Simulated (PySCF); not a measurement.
Numbering as in the mapped SMILES `[CH3:1][SiH2:2][CH2:3][C:4]([F:5])([F:6])[F:7]`. Hydrogens are named by the atom that carries them.

Geometry: PBE0-D3(BJ)/def2-SVP; GIAO shifts from PySCF 2.14, gas phase, non-relativistic, averaged over equivalent atoms.

At PBE0/pcSseg-1 (161 basis functions, 32 s wall time on 1 thread of an Arm Neoverse N1, shared host):
```json
{"atoms": "C4", "δ (ppm)": "132.1"}
{"atoms": "C3", "δ (ppm)": "22.3"}
{"atoms": "C1", "δ (ppm)": "-7.5"}
{"atoms": "Si2", "δ (ppm)": "-41.6"}
{"atoms": "F5/F6/F7", "δ (ppm)": "-71.5"}
{"atoms": "H(Si2)", "δ (ppm)": "4.28"}
{"atoms": "H(C3)", "δ (ppm)": "1.39"}
{"atoms": "H(C1)", "δ (ppm)": "0.22"}
```

References, each an isolated molecule treated in the same way: 13C (184.41 ppm) and 29Si (351.99 ppm) and 1H (31.27 ppm) against TMS; 19F (177.25 ppm) vs CFCl3.

Question: Predict the values at PBE/pcSseg-2 on the same geometry.

Answer: 
```tsv
atoms	δ at PBE/pcSseg-2	change
C4	142.3	+10.2
C3	24.5	+2.2
C1	-7.9	-0.4
Si2	-43.8	-2.2
F5/F6/F7	-84.0	-12.5
H(Si2)	4.39	+0.11
H(C3)	1.58	+0.19
H(C1)	0.16	-0.06
```

Referencing at the same level of theory: 13C (σref 179.39), 29Si (σref 323.43), 1H (σref 31.18) against TMS; CFCl3 for 19F (σref 142.93).

The largest change is at F5/F6/F7 (fluorine of a CF3 group). Cost: 357 basis functions, 2.2 min wall time on 1 thread of an Arm Neoverse N1, shared host. The order of the carbon signals is the same at both levels.

Unscaled 19F shifts against computed CFCl3 carry errors that often reach 10 to 50 ppm.
